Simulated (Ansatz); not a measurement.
PBE exchange is replaced step by step with exact exchange (0 % is PBE, 25 % PBE0; no dispersion term), basis def2-TZVP, Ansatz. System: AsH2(SMe) (CH₅AsS). The state is a singlet with charge 0. Geometry: PBE0-D4/def2-TZVP.

Geometry of the singlet:

```
atom    x (Å)    y (Å)    z (Å)
 As1  -1.1303  -1.2844  -0.0635
  H2  -2.5457  -0.8150   0.2523
  H3  -1.5370  -1.7350  -1.4601
  S4  -0.3292   0.7029  -0.6929
  C5   1.1542   0.7551   0.3425
  H6   0.9035   0.7640   1.4028
  H7   1.6608   1.6890   0.0943
  H8   1.8236  -0.0765   0.1245
```

| exact exchange (%) | HOMO (eV) | LUMO (eV) | gap (eV) |
| --- | --- | --- | --- |
| 5 | -5.74 | -1.17 | 4.57 |
| 10 | -5.99 | -1.00 | 4.99 |
| 15 | -6.23 | -0.82 | 5.41 |
| 25 | -6.72 | -0.48 | 6.24 |
| 35 | -7.22 | -0.13 | 7.09 |
| 50 | -7.97 | 0.38 | 8.35 |

Question: Fit a straight line to the column «gap (eV)» against the share of exact exchange and predict its value at 0 %.

Answer: With x = exact exchange (%) and y = gap (eV): mean x = 23.33, mean y = 6.108; Σ(x − x̄)(y − ȳ) = 120.4, Σ(x − x̄)² = 1433; slope b = 0.08402, intercept a = ȳ − b·x̄ = 4.148. The residuals of the fitted rows reach 0.01. At x = 0 the line gives 4.148 + (0.08402 × 0) = 4.15; the run gave 4.16, 0.01 more than the line.
